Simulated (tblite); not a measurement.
Start geometry of `O=CC(=O)C(Cl)=C=S` from a force field or distance geometry (Å):
```
atom  x, y, z in Å
O1    -1.124   -1.496    0.651
C2    -1.443   -0.554   -0.079
C3    -0.582    0.680   -0.155
O4    -1.153    1.721   -0.524
C5     0.843    0.602    0.176
Cl6    1.743    2.060    0.279
C7     1.533   -0.492    0.168
S8     2.544   -1.986    0.142
H9    -2.347   -0.530   -0.682
```

Q: What comes out of this run: tblite 0.8.0, GFN2-xTB geometry optimisation, gas phase?

A: 
```
atom  x, y, z in Å
O1    -0.705   -1.580    0.037
C2    -1.320   -0.565   -0.154
C3    -0.619    0.776   -0.173
O4    -1.189    1.827   -0.361
C5     0.793    0.568    0.066
Cl6    1.827    1.965    0.099
C7     1.334   -0.632    0.262
S8     2.297   -1.815    0.520
H9    -2.405   -0.539   -0.321
```

The energy falls by 34.5 kcal/mol over 53 L-BFGS steps, the largest force on an atom goes from 7.68 to 0.009 eV/Å, and the atoms move by 0.354 Å rms after alignment. The bond that changes most is C7=S8 (ends: central carbon of cumulated double bonds; sulfur bonded to C), which shortens by 0.256 Å. Bonds longer at the end by more than 0.005 Å: 4 of 8; shorter: 4. Among the angles that change most is C5–C7–S8, from 178.1° to 165.3°. Among the dihedrals that turn most is O1–C2–C3–C5, from 24° to 0°. Rotational constants go from 1568, 1192, 699.1 to 1787, 1332, 763.1 MHz. The orientation of the end geometry is arbitrary; only internal coordinates are fixed.

Hardware: Arm Neoverse N1, one thread, no GPU, shared host. Cost: 0.57 s.

Its GFN2-xTB frequencies are all real (lowest 67 cm⁻¹). One conformer, not necessarily the lowest. 3 starts were optimised and ended at 0.00, 0.00 and 4.46 kcal/mol (GFN2-xTB); the lowest of these is shown.

All values are computed, not measured.
